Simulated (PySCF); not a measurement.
Low-lying terms of As⁵⁺ (arsenic, charge +5)

Ground state [Ar] 3d10, ¹S. All numbers are calculated (PySCF 2.14, scalar relativity through the core potential, in aug-cc-pVDZ-PP with two added diffuse shells each of s, p, d type with ECP10MDF (7s6p5d, 50 functions)). Vertical excitation energies in eV without spin-orbit coupling; excited terms of each kind are numbered among those the solver found. Frozen: 3s2 3p6.

| term | leading excitation | EOM-EE-CCSD |
| --- | --- | --- |
| 1 3D | 3d → s | 43.145 |
| 1 1D | 3d → s | 43.889 |
| 1 3P° | 3d → p | 56.799 |
| 1 3F° | 3d → p | 57.322 |
| 1 1F° | 3d → p | 57.715 |
| 1 3D° | 3d → p | 58.243 |
| 1 1D° | 3d → p | 58.251 |
| 1 1P° | 3d → p | 58.482 |
| 1 3S | 3d → d | 77.281 |
| 1 3G | 3d → d | 77.854 |
| 1 1G | 3d → d | 77.953 |

The solver can miss terms.
